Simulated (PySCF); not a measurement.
CH5NS, SMILES `N(S)C` (C–N–S–H torsion 61°), neutral singlet in the gas phase. 

Cartesian coordinates (Å):
```xyz
8

C     -0.8193    -0.2042    -0.2643
N      0.3315     0.6883    -0.2590
S      1.8628    -0.0229    -0.1127
H     -0.7071    -0.9237    -1.0746
H     -1.7217     0.3839    -0.4432
H     -0.9430    -0.7609     0.6746
H      0.2182     1.4661     0.3766
H      1.7759    -0.6379     1.0993
```
Charge 0, spin multiplicity 1.

All levels are single points at this geometry (B3LYP-D3(BJ)/def2-TZVP); Pople sets use spherical d functions. Orbital energies aren't observables, and empty levels follow the basis.

B3LYP/6-31G* in PySCF gives HOMO (eV) = -6.54.

### Question
Estimate the HOMO (eV) from each of these levels: B3LYP-D3(BJ)/def2-TZVP in PySCF; B3LYP/6-311+G** in PySCF; B3LYP/LANL2DZ in PySCF; M06-2X/6-31G* in PySCF; SVWN5/6-31G* in PySCF; HF/3-21G in PySCF; HF/6-31G* in PySCF; HF/STO-3G in PySCF.

### Answer

| level | HOMO (eV) |
|---|---|
| B3LYP-D3(BJ)/def2-TZVP in PySCF | -6.68 |
| B3LYP/6-311+G** in PySCF | -6.78 |
| B3LYP/LANL2DZ in PySCF | -6.53 |
| M06-2X/6-31G* in PySCF | -8.06 |
| SVWN5/6-31G* in PySCF | -5.45 |
| HF/3-21G in PySCF | -10.07 |
| HF/6-31G* in PySCF | -9.91 |
| HF/STO-3G in PySCF | -7.36 |
